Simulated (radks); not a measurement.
Q: These are the eigenvalues of the occupied orbitals of an atom or ion with whole-number occupations (Ry). All-electron calculation, scalar-relativistic Kohn-Sham, PBEsol, spin-polarised, spherical densities, point nucleus. Program: a radial shooting solver on a logarithmic mesh with Libxc functionals.

orbital  eigenvalue
1s up     -51.32378
1s down   -51.10038
2s up      -4.46253
2s down    -3.93032
2p up      -3.08712
3s up      -0.75714

Which element is it, and in what charge state? The configuration may be excited. Open shells, if any, are filled with parallel spins first.

A: Z = 9, fluorine, charge +1: F+ in [He] 2s2 2p3 3s1. The list shows which subshells hold electrons but not how many an open one holds; the 1s level, -25.662 hartree, gives Z - s = 7.2 by -(Z - s)^2/2, which with screening and relativity narrows Z to a few neighbours, and the depths of the outer levels then fix element, charge and occupations together.
